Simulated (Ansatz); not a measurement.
Ansatz (a program for electronic structure) input for CH₃IMg, SMILES [CH3][Mg][I], B3LYP-D3(BJ)/def2-TZVP. 

Ansatz 0.2 input:
```yaml
crystal:
  periodic: [false, false, false]
  atoms:
    - {symbol: Mg, position_ang: [-1.04266600, -0.47600333, 1.13792325]}
    - {symbol: I, position_ang: [0.67583187, 0.29842495, -0.69500236]}
    - {symbol: C, position_ang: [-2.49625747, -1.08409969, 2.49042210]}
    - {symbol: H, position_ang: [-3.01023567, -1.97593610, 2.13820467]}
    - {symbol: H, position_ang: [-3.24684896, -0.30987230, 2.63436999]}
    - {symbol: H, position_ang: [-2.07246788, -1.31407598, 3.46493872]}
basis:
  gaussian:
    orbitals: def2-TZVP
hamiltonian:
  xc: b3lyp
  dispersion: d3bj
relax: {f_tol: 0.002, max_steps: 200}
```

Output:

```
WARN ansatz: RAYON_NUM_THREADS=1 ignored (pool sized by the plan → 1); use --threads N
Functional definition: B3LYP
integrals: 0.05 GiB planned
1011 factors; their error is unknown
mean field: 0.45 GiB planned
mean field evaluation 1: about -14627.9376 eV, gradient 6.0e1 eV
mean field evaluation 2: about -14613.5630 eV, gradient 8.1e1 eV
mean field evaluation 4: about -14636.7305 eV, gradient 5.8e0 eV
mean field evaluation 8: about -14637.0324 eV, gradient 6.1e-1 eV
mean field evaluation 16: about -14637.0327 eV, gradient 9.4e-6 eV
mean field -14637.03269004 eV, -537.9010300220 hartree, gradient 9.4e-6 eV, S^2 0.000000; 0 other end points of the search recorded, 0 dependent functions left out
the calculation of the forces begins
reference -14637.03293873 eV, -537.9010391612 hartree; 23, 23 occupied and 108, 108 virtual orbitals, 1011 factors
relax step   1: F+E_penalty+E_count = -14637.22732127 eV  Δ(F+E_penalty+E_count) = +0.000e0 eV  max|allowed force component| = 3.299e-1 eV/Å  Δτ_max = 0.0000 Å  (28 SCF iters, accepted)
these checks for a lower state are left out or cut short: starts, cluster_reference, orbital_swaps, neighbouring_geometries, increment
integrals: 0.05 GiB planned
1011 factors; their error is unknown
mean field: 0.45 GiB planned
mean field -14637.04866611 eV, -537.9016171317 hartree, gradient 2.0e-5 eV, S^2 0.000000; 0 other end points of the search recorded, 0 dependent functions left out
the calculation of the forces begins
reference -14637.04891412 eV, -537.9016262458 hartree; 23, 23 occupied and 108, 108 virtual orbitals, 1011 factors
relax step   2: F+E_penalty+E_count = -14637.24474652 eV  Δ(F+E_penalty+E_count) = -1.743e-2 eV  max|allowed force component| = 4.308e-2 eV/Å  Δτ_max = 0.0584 Å  (32 SCF iters, accepted)
these checks for a lower state are left out or cut short: starts, cluster_reference, orbital_swaps, neighbouring_geometries, increment
integrals: 0.05 GiB planned
1011 factors; their error is unknown
mean field: 0.45 GiB planned
mean field -14637.04927891 eV, -537.9016396515 hartree, gradient 2.1e-5 eV, S^2 0.000000; 0 other end points of the search recorded, 0 dependent functions left out
the calculation of the forces begins
reference -14637.04952705 eV, -537.9016487706 hartree; 23, 23 occupied and 108, 108 virtual orbitals, 1011 factors
relax step   3: F+E_penalty+E_count = -14637.24529349 eV  Δ(F+E_penalty+E_count) = -5.470e-4 eV  max|allowed force component| = 1.246e-2 eV/Å  Δτ_max = 0.0146 Å  (31 SCF iters, accepted)
these checks for a lower state are left out or cut short: starts, cluster_reference, orbital_swaps, neighbouring_geometries, increment
integrals: 0.05 GiB planned
1011 factors; their error is unknown
mean field: 0.45 GiB planned
mean field evaluation 32: about -14636.8209 eV, gradient 9.7e-1 eV
mean field -14637.04960027 eV, -537.9016514613 hartree, gradient 2.1e-5 eV, S^2 0.000000; 0 other end points of the search recorded, 0 dependent functions left out
the calculation of the forces begins
reference -14637.04984849 eV, -537.9016605832 hartree; 23, 23 occupied and 108, 108 virtual orbitals, 1011 factors
relax step   4: F+E_penalty+E_count = -14637.24560570 eV  Δ(F+E_penalty+E_count) = -3.122e-4 eV  max|allowed force component| = 6.402e-3 eV/Å  Δτ_max = 0.0205 Å  (33 SCF iters, accepted)
these checks for a lower state are left out or cut short: starts, cluster_reference, orbital_swaps, neighbouring_geometries, increment
integrals: 0.05 GiB planned
1011 factors; their error is unknown
mean field: 0.45 GiB planned
mean field -14637.04962718 eV, -537.9016524504 hartree, gradient 2.1e-5 eV, S^2 0.000000; 0 other end points of the search recorded, 0 dependent functions left out
the calculation of the forces begins
reference -14637.04987542 eV, -537.9016615730 hartree; 23, 23 occupied and 108, 108 virtual orbitals, 1011 factors
relax step   5: F+E_penalty+E_count = -14637.24562114 eV  Δ(F+E_penalty+E_count) = -1.544e-5 eV  max|allowed force component| = 4.116e-3 eV/Å  Δτ_max = 0.0049 Å  (33 SCF iters, accepted)
these checks for a lower state are left out or cut short: starts, cluster_reference, orbital_swaps, neighbouring_geometries, increment
integrals: 0.05 GiB planned
1011 factors; their error is unknown
mean field: 0.45 GiB planned
mean field -14637.04963162 eV, -537.9016526136 hartree, gradient 2.1e-5 eV, S^2 0.000000; 0 other end points of the search recorded, 0 dependent functions left out
the calculation of the forces begins
reference -14637.04987986 eV, -537.9016617362 hartree; 23, 23 occupied and 108, 108 virtual orbitals, 1011 factors
relax step   6: F+E_penalty+E_count = -14637.24562180 eV  Δ(F+E_penalty+E_count) = -6.687e-7 eV  max|allowed force component| = 9.952e-4 eV/Å  Δτ_max = 0.0003 Å  (34 SCF iters, accepted)
integrals: 0.05 GiB planned
1011 factors; their error is unknown
mean field: 0.45 GiB planned
mean field evaluation 64: about -14636.8213 eV, gradient 1.0e0 eV
mean field -14637.04963162 eV, -537.9016526136 hartree, gradient 2.1e-5 eV, S^2 0.000000; 1 other end points of the search recorded, 0 dependent functions left out
the calculation of the forces begins
reference -14637.04987986 eV, -537.9016617362 hartree; 23, 23 occupied and 108, 108 virtual orbitals, 1011 factors
Total energy: -14637.24587004 eV, -537.9088642425 hartree
Atom 0 at    -1.079810    -0.471779     1.089256 Å, force     0.000399     0.000151    -0.000309 eV/Å
Atom 1 at     0.668523     0.281431    -0.629711 Å, force    -0.000021    -0.000001    -0.000011 eV/Å
Atom 2 at    -2.493688    -1.080927     2.479545 Å, force    -0.000995    -0.000403     0.000792 eV/Å
Atom 3 at    -3.011699    -1.983253     2.145956 Å, force     0.000235     0.000198    -0.000090 eV/Å
Atom 4 at    -3.246555    -0.305941     2.642014 Å, force     0.000257    -0.000034    -0.000159 eV/Å
Atom 5 at    -2.029416    -1.301094     3.443797 Å, force     0.000124     0.000087    -0.000223 eV/Å
Dipole moment:    -0.279949    -0.120597     0.275197 e Å
```

The calculation finished and met its thresholds.

Cost: around 21 core-seconds (rough).
